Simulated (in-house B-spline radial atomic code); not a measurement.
The numbers below are computed, except where a source is named.
**C6 from the polarisability at imaginary frequency: Be**

PBE linear response of the closed shell [He] 2s2, from a B-spline radial code for spherical atoms; non-relativistic, point nucleus, no spin-orbit coupling.

The dispersion coefficient of two like species is C6 = (3/π) ∫ α(iu)² du from 0 to ∞.

| u (hartree) | α(iu) (bohr³) |
| --- | --- |
| 0 | 42.9 |
| 0.03 | 41.77 |
| 0.07 | 37.44 |
| 0.12 | 30.08 |
| 0.2 | 19.8 |
| 0.3 | 12.02 |
| 0.45 | 6.516 |
| 0.7 | 3.108 |
| 1 | 1.668 |
| 1.5 | 0.817 |
| 2.5 | 0.3373 |
| 5 | 0.1057 |

(1) Fit one oscillator, α(iu) = α(0)/(1 + u²/ω²), through u = 0.3 and estimate C6.

(2) How does that compare with the full integral?

Results:

(1) From α(0)/α(iu) − 1 = 42.9/12.02 − 1 = 2.5691, ω = u/√2.5691 = 0.1872 hartree (5.1 eV). London's formula gives C6 = (3/4) α(0)² ω = 0.75 × 42.9² × 0.1872 = 258.4 hartree·bohr⁶, and the oscillator holds f = α(0) ω² = 1.50 electrons, of a sum of oscillator strengths of 4.0.

(2) The program's quadrature over all excitations gives C6 = 257, so the single oscillator is off by +0.5 %. At the last point the fit gives α = 0.06 against 0.106: higher excitations, and deeper shells where there are any, keep the true curve higher at large u.
